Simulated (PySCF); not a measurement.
Compound: C5H7F3O.
Z-matrix (Å and degrees, PBE0-D3(BJ)/def2-SVP geometry), rows numbered from 1:
```
C 
C   1  1.5030
C   2  1.4909  1  122.30
F   3  1.3561  2  118.18  1   141.68
C   2  1.4998  1  122.12  3   -72.92
O   5  1.3891  2  115.71  3   108.69
C   6  1.3614  5  114.29  2  -141.80
F   7  1.3516  6  110.36  5   -69.31
F   7  1.3292  6  107.10  5   173.52
H   1  1.1004  2  111.04  3   -85.38
H   1  1.1008  2  111.37  3    34.56
H   1  1.1005  2  110.96  3   154.34
H   2  1.0960  1  116.68  3   144.48
H   3  1.0957  2  120.20  5   108.70
H   5  1.0970  2  119.37  3  -107.59
H   7  1.1039  6  112.95  5    52.00
```

The closed-shell ground state was solved at several levels (PySCF, density fitting, gas phase, non-relativistic).

```csv
level,basis functions,HOMO (eV),LUMO (eV),gap (eV),dipole (D)
B3LYP/def2-SVPD,248,-7.99,0.28,8.27,3.60
B3LYP/pcJ-1,313,-7.84,0.98,8.82,3.50
PBE0/pcSseg-1,188,-8.08,1.27,9.35,3.52
```

Problem. Estimate the row for wB97X-D/pcSseg-1, a basis of 188 functions; the other rows only guide the guess.

Solution. HOMO -10.01 eV, LUMO 3.13 eV, gap 13.14 eV, dipole 3.61 D.

Problem. Over all these levels, which gives the widest orbital gap and which the narrowest?

Solution. wB97X-D/pcSseg-1 (range-separated hybrid) has the widest, 13.14 eV, and B3LYP/def2-SVPD (global hybrid, 20 % exact exchange) the narrowest, 8.27 eV. Functional and basis both differ between the two, so the spread mixes both effects.

Problem. How far do the dipole and the HOMO energy spread over the levels?

Solution. The dipole runs from 3.50 to 3.61 D (mean 3.56 D) and the HOMO from -10.01 to -7.84 eV.

One conformer stands for the species.
